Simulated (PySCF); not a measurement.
## Calculated NMR parameters of CC#C[Si@H](P)[SiH](C)C

| Quantity | Value |
| --- | --- |
| Formula | C5H13PSi2 |
| SMILES | CC#C[Si@H](P)[SiH](C)C |
| Point group of the computed structure | C1 |
| Carbon signals | 5 |
| Proton signals | 6 |

Bonds (- single, = double, # triple, : aromatic): C1-C2, C2#C3, C3-Si4, Si4-P5, Si4-Si6, Si6-C7, Si6-C8. C1 carries H9, H10, H11; Si4 carries H12; P5 carries H13, H14; Si6 carries H15; C7 carries H16, H17, H18; C8 carries H19, H20, H21. Stereochemistry as in CC#C[Si@H](P)[SiH](C)C.

- NMR shieldings at PBE0/pcSseg-1/GIAO
- GFN2-xTB structure
- program: PySCF 2.14
- gas phase, one conformer, equivalent nuclei averaged, non-relativistic Hamiltonian

δ = σ(ref) − σ, references computed at the same level: ¹H, ¹³C, ²⁹Si vs TMS; ³¹P against H3PO4.

| carbon | δC, type | δH (multiplicity) | HMBC from (2–3 bonds) | span of the C tensor (ppm) |
| --- | --- | --- | --- | --- |
| C1 | 6.4, CH3 | 2.10 (s) | – | 25 |
| C2 | 116.7, C | – | H12, H9/H10/H11 | 275 |
| C3 | 84.4, C | – | H12, H15, H9/H10/H11, H13/H14 | 261 |
| C7 | -4.1, CH3 | 0.26 (d) | H12, H15, H19/H20/H21 | 11 |
| C8 | -5.7, CH3 | 0.23 (d) | H12, H15, H16/H17/H18 | 7 |

Other nuclei:
| atoms | nucleus | environment | δ (ppm) | σ (ppm) |
| --- | --- | --- | --- | --- |
| H12 | ¹H | hydrogen on a silicon bonded to C, P, Si | 4.55 | 27.16 |
| H15 | ¹H | hydrogen on a silicon bonded to 2 C, Si | 4.29 | 27.42 |
| H13/H14 | ¹H | hydrogen on a phosphorus bonded to Si | 1.32 | 30.40 |
| P5 | ³¹P | phosphorus bonded to Si, 2 H | -275.5 | 593.9 |
| Si6 | ²⁹Si | silicon bonded to 2 C, Si, H | -42.8 | 392.0 |
| Si4 | ²⁹Si | silicon bonded to C, P, Si, H | -76.2 | 425.4 |

- δC 116.7, 84.4: alkyne carbon.
- δC 6.4: propargylic methyl carbon; aliphatic region, no heteroatom directly attached.
- δC -4.1, -5.7: methyl carbon bonded to Si; an electropositive neighbour leaves it electron-rich and shielded.
- δH 4.29: hydrogen on a silicon bonded to 2 C, Si.
- δH 0.26, 0.23: hydrogen on a methyl carbon bonded to Si; an electropositive neighbour shields it, as in TMS itself.

Splittings by ³¹P in the carbon and heteronuclear signals aren't shown, as no couplings were computed. Shifts are as computed. Against solution values, carbons near 30 ppm lie about +3 ppm off and those near 130 ppm about +5 ppm. Of 1211 compounds with measured shifts, 218 miss one by over three times the rms of a fit or turn the order of signals round; such compounds aren't used in these exercises. Experimental scales use liquid or dissolved standards, which lie at an offset from isolated H3PO4. Multiplicities follow the n + 1 count of equivalent neighbours, as no J values were calculated; m marks all less simple cases, F and P coupling included.
